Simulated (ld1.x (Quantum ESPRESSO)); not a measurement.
# Configuration tests for P (Z = 15) (ultrasoft)

ld1.x (Quantum ESPRESSO) 7.5 input, shortened:

```
&input
   title='P', zed=15., rel=0, dft='PBE', iswitch=3,
   config='[Ne] 3s2 3p2'
 /
 &inputp
   pseudotype=3, tm=.true., lloc=-1, rcloc=1.15,
   nlcc=.false.
 /
4
3S  1  0   2.00   0.00  1.00  1.40  0.0
3S  1  0   0.00  -0.95  1.00  1.40  0.0
3P  2  1   2.00   0.00  1.25  1.45  0.0
3P  2  1   0.00   1.55  1.25  1.45  0.0
 &test
   configts(1)='3s2 3p2'
 /
```

Energies are relative to the spin-unpolarised reference configuration 3s2 3p2; without spin polarisation the order of configurations can differ from experiment.

| valence configuration | charge | ΔE all-electron (eV) | error AE − PS (meV) |
| --- | --- | --- | --- |
| 3s2 3p3 | 0 | -9.742 | +1.3 |
| 3s2 3p1 | +2 | 19.159 | +5.3 |
| 3s2 3p0 | +3 | 48.909 | +31 |
| 3s2 3p2.5 | +0.5 | -5.961 | +0.5 |
| 3s2 3p3.3 | -0.3 | -11.052 | +1.6 |
| 3s1 3p4 | 0 | -1.294 | +46 |

(1) What are ΔE and the potential's error for 3s1 3p3?

Levels in the configuration 3s2 3p3:

```tsv
level	all-electron (eV)	pseudo (eV)
3s	-13.895	-13.884
3p	-5.518	-5.519
```

Answers

(1) ΔE = 9.025 eV all-electron; the error (AE − PS) is +34 meV.
